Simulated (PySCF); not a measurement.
Computed shifts of a molecule C4H10O, HF/pcSseg-1 in PySCF, GIAO, gas phase, equivalent atoms averaged, in ppm (number of nuclei): ¹³C: 61.9 (1), 35.3 (1), 21.6 (1), 18.2 (1). ¹H: 3.55 (2), 1.74 (2), 1.42 (3), 1.18 (2), 0.95 (1). References: ¹³C against TMS (σ = 192.6 ppm); ¹⁷O against H2O (σ = 333.0 ppm); ¹H against TMS (σ = 31.99 ppm), references at their B3LYP-D3(BJ)/def2-TZVP geometries, non-relativistic. The structure is a stationary point at B3LYP-D3(BJ)/def2-SVP. Other conformers were not sampled.

**Question.** Pick the molecule that these values belong to.
(A) CCCCO
(B) CC(C)(C)O
(C) CC[C@H](C)O
(D) CCOCC

**Answer.** A, CCCCO
